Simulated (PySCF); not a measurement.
# C²⁺: ionisation energy

C²⁺ [He] 2s2 (1S) → C³⁺ [He] 2s1 (2S), as a difference of total energies. Computed with PySCF 2.14 in 6-31G*, with the non-relativistic Hamiltonian (point nucleus). Correlated levels: valence: 1s2 frozen. The calculations carry no spin-orbit coupling.

```csv
method,ionisation energy (eV),error (eV)
UHF,45.806,-2.082
LDA,46.947,-0.941
M06-L,46.764,-1.124
MP2 (valence),46.906,-0.982
SCS-MP2 (valence),47.127,-0.761
CCSD (valence),47.769,-0.119
```

Reference: 47.888 eV (measured; NIST Atomic Spectra Database, ionization energies).

Errors of the correlated levels include the incompleteness of this basis and the frozen core.

With two correlated electrons CCSD is exact in that space.

The coupled-cluster amplitudes are large for C²⁺ (T1 above 0.03 or a double amplitude above 0.15), so a single reference is strained.
